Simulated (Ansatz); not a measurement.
Geometry optimisation, RKS B3LYP/def2-SVP (Ansatz 0.2.0).

The input (input.yaml):

```yaml
crystal:
  periodic: [false, false, false]
  atoms:
    - { symbol: Zn, position_ang: [0.0, 0.0, 0.0] }
    - { symbol: C, position_ang: [0.0, 0.0, 1.98] }
    - { symbol: H, position_ang: [-0.9996, -0.3092, 2.3505] }
    - { symbol: H, position_ang: [0.7676, -0.7111, 2.3505] }
    - { symbol: H, position_ang: [0.232, 1.0203, 2.3505] }
    - { symbol: C, position_ang: [0.0, 0.0, -1.98] }
    - { symbol: H, position_ang: [0.2799, -1.0082, -2.3505] }
    - { symbol: H, position_ang: [-1.0131, 0.2617, -2.3505] }
    - { symbol: H, position_ang: [0.7332, 0.7465, -2.3505] }
basis:
  gaussian: { orbitals: def2-SVP }
hamiltonian:
  xc: b3lyp
relax:
  f_tol: 0.02
  max_steps: 40
```

Launched with:

```bash
$ ansatz run input.yaml --threads 2 --pin off --max-ram 3072MiB --backend cpu --events-out ev --progress --plain --runs-dir out
```

Where does it end, and by what steps?

The forces met the threshold. After 3 steps the energy has fallen by 0.026 eV; C6 moved furthest, 0.02 Å.

```json
{"step": "0", "energy less start (eV)": "0.0000", "largest force component (eV/Å)": "0.341", "accepted": "yes"}
{"step": "1", "energy less start (eV)": "-0.0235", "largest force component (eV/Å)": "0.160", "accepted": "yes"}
{"step": "2", "energy less start (eV)": "-0.0255", "largest force component (eV/Å)": "0.042", "accepted": "yes"}
{"step": "3", "energy less start (eV)": "-0.0260", "largest force component (eV/Å)": "0.011", "accepted": "yes"}
```

```xyz
9
Properties=species:S:1:pos:R:3
Zn 0.000 0.000 0.000
C 0.000 0.000 1.957
H -0.983 -0.302 2.358
H 0.752 -0.700 2.358
H 0.230 1.002 2.358
C 0.000 0.000 -1.957
H 0.277 -0.990 -2.358
H -0.996 0.255 -2.358
H 0.719 0.735 -2.358
```

Whether the end is a true minimum wasn't checked by a vibrational analysis.

Run time: 9.5 s on 2 threads of Arm Neoverse V1 (shared host), peak memory 0.18 GiB.
